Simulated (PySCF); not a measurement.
An unknown is described by computed data only.

Formula: C6H5FS2.

| Property | Result |
| --- | --- |
| UV, first state | lowest singlet excitation: 2.15 eV (577 nm, f = 0.000) [TDDFT PBE0/def2-SVPD] |
| Triplet | lowest triplet excitation (Tamm–Dancoff): 1.76 eV [TDA PBE0/def2-SVPD] |
| 1H NMR | chemical shifts (computed TMS as zero) by class: 8.31 (1 H), 6.76 (1 H), 3.13 (3 H) ppm [GIAO PBE0/pcSseg-1] |
| Rotational structure | rotational constants A, B, C: 2.950, 0.712, 0.576 GHz [GFN2-xTB] |
| Dipole | 2.11 D [PBE0/def2-SVPD] |
| UV, strongest line | among the 6 lowest singlet transitions: S2 at 3.73 eV (332 nm, f = 0.331) [TDDFT PBE0/def2-SVPD] |
| 13C NMR | chemical shifts (computed TMS as zero) by class: 236.2 (1 C), 186.3 (1 C), 142.7 (1 C), 139.0 (1 C), 116.7 (1 C), 39.3 (1 C) ppm [GIAO PBE0/pcSseg-1] |
| NMR, other nuclei | isotropic shieldings of nuclei other than C and H, by class: 288 (1 F), -368 (1 S), 329 (1 S) ppm [GIAO PBE0/pcSseg-1] |

The electronic properties come from PySCF, for the isolated species, density fitting. Levels stand in brackets. One conformer (not necessarily the lowest) at the GFN2-xTB geometry, without solvent, vibrations or thermal averaging. NMR values are class means; diastereotopic atoms form classes of their own.

Q: Give a SMILES that accounts for the data.

A: Numbering: `[CH3:1][C:2](=[S:3])[c:4]1[cH:5][cH:6][c:7]([F:8])[s:9]1`. Its formula, C6H5FS2, gives 4 degrees of unsaturation: 1 ring and 3 π bonds in the structure found (Kekulé form). 6 carbons fall into 6 classes; from least to most shielded: thiocarbonyl carbon [C2] (236.2 ppm), aromatic C–F carbon [C7] (186.3 ppm), substituted aromatic carbon [C4] (142.7 ppm), aromatic CH carbon [C5] (139.0 ppm), aromatic CH carbon [C6] (116.7 ppm), methyl carbon [C1] (39.3 ppm). Hydrogen classes from least to most shielded: 1 H on an aromatic CH carbon, C5 (8.31 ppm), 1 H on an aromatic CH carbon, C6 (6.76 ppm), 3 H on a methyl carbon, C1 (3.13 ppm). The other shieldings belong to: 288 ppm, aryl fluorine [F8]; -368 ppm, thiocarbonyl sulfur [S3]; 329 ppm, thiophene-type sulfur [S9]. S1 is mainly HOMO→LUMO (weight 0.99); the largest Löwdin shares of the orbital it empties are 0.76 on the thiocarbonyl sulfur, 0.11 on the thiocarbonyl carbon and 0.05 on the methyl carbon, of the orbital it fills 0.27 on the thiocarbonyl sulfur, 0.23 on the thiocarbonyl carbon, 0.13 on an aromatic CH carbon and 0.10 on the aromatic C–F carbon. The optimised geometry has point group Cs and is an asymmetric top. Structure: `CC(=S)c1ccc(F)s1`. The assignments are read from this structure; whether some other isomer fits the data as well wasn't checked.

Conformer computed: `[CH3:1][C:2](=[S:3])[c:4]1[cH:5][cH:6][c:7]([F:8])[s:9]1`: C1–C2–C4–C5 180°.
